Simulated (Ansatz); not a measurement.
Program: Ansatz. Geometries: PBE0-D4/def2-TZVP. ΔE: electronic, gas phase. CCSD(T)/CBS is the MP2 limit (def2-TZVPP, def2-QZVPP) plus CCSD(T) − MP2 in def2-TZVPP, frozen cores. Functionals use def2-TZVPP. B3LYP here is the variant with VWN-RPA as its local correlation; programs differ in this. For Ge outer-core shells are correlated without core-valence functions, which leaves a few kJ/mol of doubt a bond. Scalar relativity is left out up to krypton. Each species was taken in one conformer, which may not be the lowest.

Consider the formal exchange of groups at the Si–Ge bond: `C[O][Ge]([OH])([SiH3])[Cl]` + `CSSC` → `CSS[SiH3]` + `C[O][Ge]([CH3])([OH])[Cl]`.

| level | ΔE (kJ/mol) | difference from CCSD(T)/CBS |
| --- | --- | --- |
| PBE-D4 | -72.7 | 16.8 |
| r2SCAN-D4 | -83.3 | 6.2 |
| B3LYP-D4 | -78.9 | 10.6 |
| ωB97X-V | -84.3 | 5.2 |
| B2PLYP | -84.7 | 4.8 |
| r2SCAN | -83.2 | 6.3 |
| PBE0 | -79.2 | 10.3 |
| B3LYP | -77.0 | 12.5 |
| MP2/def2-TZVPP | -97.3 | -7.8 |
| CCSD/def2-TZVPP | -90.7 | -1.2 |
| CCSD(T)/def2-TZVPP | -90.2 | -0.7 |
| HF/def2-QZVPP | -90.6 | -1.1 |
| MP2/def2-QZVPP | -96.7 | -7.2 |
| SCS-MP2/def2-QZVPP | -93.5 | -4.0 |
| HF/CBS(def2) | -90.6 | -1.1 |
| MP2/CBS(def2) | -96.6 | -7.1 |
| CCSD(T)/CBS | -89.5 | 0 |

Largest T1 diagnostic among the species: 0.012.

From PBE to PBE0 (25 % exact exchange), in def2-TZVPP and without D4, ΔE moves by −7.6 kJ/mol.
